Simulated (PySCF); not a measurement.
## Distorted geometries of EuCl3(NH3)

EuCl3(NH3) (singlet in the valence; each metal's 4f electrons, 6 of them, lie in its core potential, out of spins and levels). PySCF 2.14.0, RKS r2SCAN, Eu lcecp-1-SVP with ECP52, Cl def2-SVP, N def2-SVP, H def2-SVP; non-relativistic Hamiltonian with scalar-relativistic core potentials where named; density fitting; no spin-orbit coupling. Relaxed geometry:

```xyz
8

Eu    0.0429   -0.0429    0.0429
Cl    1.1653    1.9354    1.1653
Cl   -1.9354   -1.1653    1.1653
Cl    1.1653   -1.1653   -1.9354
N    -1.4015    1.4015   -1.4015
H    -2.0137    2.0137   -0.8546
H    -0.8546    2.0137   -2.0137
H    -2.0137    0.8546   -2.0137
```

Q: Order these distorted geometries by energy above the relaxed one, lowest first.
A.
```xyz
8

Eu    0.0731   -0.2034   -0.1012
Cl    1.0340    1.9634    0.9710
Cl   -1.9157   -1.2673    1.2209
Cl    1.0577   -0.9802   -1.8725
N    -1.3917    1.4671   -1.3960
H    -1.9551    2.0718   -0.8999
H    -0.8635    2.0845   -1.9131
H    -1.8842    0.7096   -1.8548
```
B.
```xyz
8

Eu    0.0732   -0.0817    0.0371
Cl    1.1691    1.9369    1.2044
Cl   -1.9751   -1.1488    1.1512
Cl    1.1559   -1.1721   -1.9163
N    -1.3736    1.4403   -1.4038
H    -2.0167    2.0156   -0.8813
H    -0.8618    2.0186   -2.0054
H    -2.0165    0.8367   -2.0314
```
C.
```xyz
8

Eu    0.0911   -0.2307    0.0055
Cl    1.1863    1.8941    1.2111
Cl   -1.8590   -1.2034    1.2165
Cl    1.0459   -1.1512   -2.0058
N    -1.4745    1.3908   -1.3913
H    -1.9562    1.9832   -0.7467
H    -0.8587    2.0950   -2.0385
H    -2.0204    1.0677   -2.0963
```

A: B (0.16 eV), C (0.75 eV), A (1.76 eV).

Q: Which forces (eV/Å) act in the one that lies 1.76 eV up?

A: 
```
Eu  -3.99  3.97  7.60
Cl   0.05 -0.47 -0.22
Cl   0.34  0.02 -0.43
Cl   3.68 -3.04 -6.77
N    0.85 -3.44  1.19
H   -2.26  1.18  1.92
H    1.80  1.17 -2.46
H   -0.47  0.62 -0.81
```
Forces carry noise of the integration grid, about 0.01 to 0.03 eV/Å.

No frequency check is given that shows the relaxed geometry to be a minimum. An lcecp potential fixes the number of 4f electrons, so in runs with it no electron can move into or out of that shell.
